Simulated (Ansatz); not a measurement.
CH2ClNO3Si (SMILES O=C=N[Si](O)(O)Cl), singlet, geometry from GFN2-xTB; CASSCF(6,4)/STO-3G run with Ansatz (a quantum-chemistry and plane-wave program).

Ansatz was given this input:
Ansatz 0.2 input:
```yaml
crystal:
  periodic: [false, false, false]
  atoms:
    - {symbol: O, position_ang: [2.84130204, -1.15614459, -1.39278761]}
    - {symbol: C, position_ang: [1.80785204, -0.72313837, -1.12122868]}
    - {symbol: N, position_ang: [0.71286791, -0.29396185, -0.94605848]}
    - {symbol: Si, position_ang: [-0.53661501, 0.40080552, 0.02289486]}
    - {symbol: O, position_ang: [-1.88353098, 0.39885795, -0.87050724]}
    - {symbol: O, position_ang: [-0.19675883, 1.92524917, 0.40974205]}
    - {symbol: Cl, position_ang: [-0.68898508, -0.63520142, 1.72019747]}
    - {symbol: H, position_ang: [-2.26244113, -0.40474160, -1.21640256]}
    - {symbol: H, position_ang: [-0.43748783, 2.64475154, -0.16927857]}
basis:
  gaussian:
    orbitals: STO-3G
hamiltonian:
  xc: hf
magnetization: {spin_polarized: false}
correlation: {active_space: {window: {electrons: 6, orbitals: 4}}}
```

The log (banner, timings and long lists left out):

```
Functional definition: HF
577 factors; integrals over basis functions are off by at most 5.7e-5 eV
mean field evaluation 1: about -28678.9712 eV, gradient 3.9e1 eV
mean field evaluation 2: about -28679.0848 eV, gradient 4.0e1 eV
mean field evaluation 4: about -28683.6993 eV, gradient 5.1e0 eV
mean field evaluation 8: about -28683.7702 eV, gradient 6.6e-2 eV
mean field -28683.77019564 eV, -1054.1091121320 hartree, gradient 1.6e-6 eV, S^2 0.000000; 0 other end points of the search recorded, 0 dependent functions left out
reference -28683.77019564 eV, -1054.1091121320 hartree; 35, 35 occupied and 10, 10 virtual orbitals, 577 factors
state -28684.57811485 eV, -1054.1388026154 hartree
Total energy: -28684.57811485 eV, -1054.1388026154 hartree
```
